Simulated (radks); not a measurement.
Values are calculated unless marked as measured or tabulated.
Fractional charge and spin in the 4s shell of rubidium: the spin-up occupation runs from 0 to 1 and the spin-down occupation from 0 to 1; the fullest corner is Rb+, [Ar] 3d10 4p6 4s(up 1, down 1). Code: a radial shooting solver on a logarithmic mesh with Libxc functionals. Model: scalar-relativistic Kohn-Sham, PBEsol, spin-polarised, spherical densities, finite nucleus; Fermi nuclear charge, rms radius of each element as measured or else 0.836 A^(1/3) + 0.57 fm. Energy (eV) above the fullest corner. The planes named below are the two flat planes that join the four corners, with an edge along up + down = one added electron.

down \ up        0    0.25     0.5    0.75       1
0          102.550  86.608  71.543  57.345  44.003
0.25        86.608  71.618  57.491  44.217  31.785
0.5         71.543  57.491  44.288  31.924  20.386
0.75        57.345  44.217  31.924  20.454   9.796
1           44.003  31.785  20.386   9.796   0.000

Corners above the fullest one (they belong to Rb2+ and the next ion): (up 1, down 0) 44.003 eV, (up 0, down 1) 44.003 eV, (up 0, down 0) 102.55 eV. With half an added electron in each spin the energy lies 0.285 eV from the planes, and with half an added electron in spin up alone -1.733 eV. The planes are only a guide here: the flat-plane condition holds for ground states with one frontier orbital, while this shell lies below other occupied shells, so the corners above the fullest one are inner-hole states and not the ground states of those ions.
